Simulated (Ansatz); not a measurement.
Program: Ansatz. Geometries: PBE0-D4/def2-TZVP. ΔE: electronic, gas phase. CCSD(T)/CBS adds triple-zeta CCSD(T) − MP2 to the extrapolated MP2 energy (def2 sets, frozen cores). Functionals use def2-TZVPP. def2 core potentials past Kr. For Y outer-core shells are correlated without core-valence functions, which leaves a few kJ/mol of doubt a bond. One conformer a species, not always the lowest.

`C[N](C)[Y]([OH])[OH]` → `C[O][Y]([NH2])[O]C`  (isomerisation)

(1) Is it downhill or uphill in electronic energy at CCSD(T)/CBS, and by how much? (An estimate is asked.)

(2) What do these levels give: ωB97X-V, ωB97M-V, PBE, r2SCAN, PBE0, MP2/def2-TZVPP, CCSD/def2-TZVPP, CCSD(T)/def2-TZVPP, HF/def2-QZVPP, SCS-MP2/def2-QZVPP, HF/CBS(def2), MP2/CBS(def2)? (An estimate is asked.)

Largest T1 diagnostic among the species: 0.014.

Answers

(1) Ansatz gave: Uphill: ΔE = +38.2 kJ/mol.

(2) Computed: ωB97X-V 31.3, ωB97M-V 33.6, PBE 29.8, r2SCAN 31.3, PBE0 30.7, MP2/def2-TZVPP 44.5, CCSD/def2-TZVPP 32.9, CCSD(T)/def2-TZVPP 35.6, HF/def2-QZVPP 10.3, SCS-MP2/def2-QZVPP 37.1, HF/CBS(def2) 10.1, MP2/CBS(def2) 47.1 kJ/mol.

In def2-TZVPP, CCSD(T) changes the Hartree–Fock value by +23.9 kJ/mol (the triples alone add +2.7 kJ/mol) and MP2 by +32.8 kJ/mol. The D4 term adds +6.5 kJ/mol with B3LYP and +3.5 kJ/mol with PBE0; it sums over pairs of atoms, weighted by their polarisabilities, and B3LYP, whose exchange is more repulsive, gets the larger term.

B3LYP here is the variant with VWN-RPA as its local correlation; programs differ in this.
